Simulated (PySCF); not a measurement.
C₆H₉O₂ (charge +1).
Atom-mapped SMILES: `[CH2:1]=[CH:2][C@H:3]1[CH2:4][O:5][C+:6]([CH3:7])[O:8]1` (hydrogens: H9, H10 on C1; H11 on C2; H12 on C3; H13, H14 on C4; H15, H16, H17 on C7)

Structure optimised with GFN2-xTB, isolated species.

Give the optimised bond lengths and angles.

| bond | length (Å) |
| --- | --- |
| C1=C2 | 1.320 |
| C2–C3 | 1.501 |
| C3–C4 | 1.548 |
| C4–O5 | 1.437 |
| O5–C6 | 1.281 |
| C6–C7 | 1.464 |
| C6–O8 | 1.273 |
| C3–O8 | 1.460 |
| C1–H9 | 1.077 |
| C1–H10 | 1.075 |
| C2–H11 | 1.081 |
| C3–H12 | 1.094 |
| C4–H13 | 1.093 |
| C4–H14 | 1.092 |
| C7–H15, C7–H16, C7–H17 | 1.090 |

Bonds in one row agree within 0.01 Å and their mean is given. A selection of angles:
| angle | degrees |
| --- | --- |
| C2–C1–H9 | 122.3 |
| C2–C1–H10 | 121.2 |
| H9–C1–H10 | 116.5 |
| C1–C2–C3 | 123.1 |
| C1–C2–H11 | 121.6 |
| C3–C2–H11 | 115.4 |
| C2–C3–C4 | 114.2 |
| C2–C3–O8 | 109.7 |
| C2–C3–H12 | 110.6 |
| C4–C3–O8 | 101.3 |
| C4–C3–H12 | 113.6 |
| O8–C3–H12 | 106.7 |
| C3–C4–O5 | 103.4 |
| C3–C4–H13 | 113.0 |
| C3–C4–H14 | 114.0 |
| O5–C4–H13 | 108.4 |
| O5–C4–H14 | 108.4 |
| H13–C4–H14 | 109.3 |
| C4–O5–C6 | 109.4 |
| O5–C6–C7 | 121.8 |
| O5–C6–O8 | 116.0 |
| C7–C6–O8 | 122.1 |
| C6–C7–H15 | 110.7 |
| C6–C7–H17 | 109.3 |
| H15–C7–H16 | 111.4 |
| H15–C7–H17 | 108.1 |
| C3–O8–C6 | 109.9 |

Torsions: C1–C2–C3–C4 128° (anticlinal); C2–C3–C4–O5 115° (anticlinal); C3–C4–O5–C6 2° (synperiplanar); C4–O5–C6–C7 179° (antiperiplanar); O5–C6–O8–C3 -2° (synperiplanar); C2–C3–O8–C6 -118° (anticlinal).

O5 (oxygen bonded to 2 C) is bent (angle 109.4°). O8 (oxygen bonded to 2 C) is bent (angle 109.9°). C6 (carbon bonded to C and 2 O) is planar (angles 122.1°, 121.8° and 116.0°, sum 360.0°, 0.00 Å off the plane of its three neighbours). The 4 C–C bonds span 1.320 Å (C1=C2, drawn double) to 1.548 Å (C3–C4, drawn single), a spread of 0.228 Å. C2 (alkene CH carbon) is planar (angles 123.1°, 121.6° and 115.4°, sum 360.0°, 0.00 Å off the plane of its three neighbours). C1 (terminal =CH2 carbon) is planar (angles 122.3°, 121.2° and 116.5°, sum 360.0°, 0.00 Å off the plane of its three neighbours). Of the pairs four or more bonds apart, H9···H12 is among the closest relative to their van der Waals radii: 2.41 Å, 100 % of the sum of Bondi's values.

Point group: C1 (no symmetry element, even within 0.4 Å). Whether it is a minimum is left open (no frequencies).

One conformer stands for the species.

These are computed values.
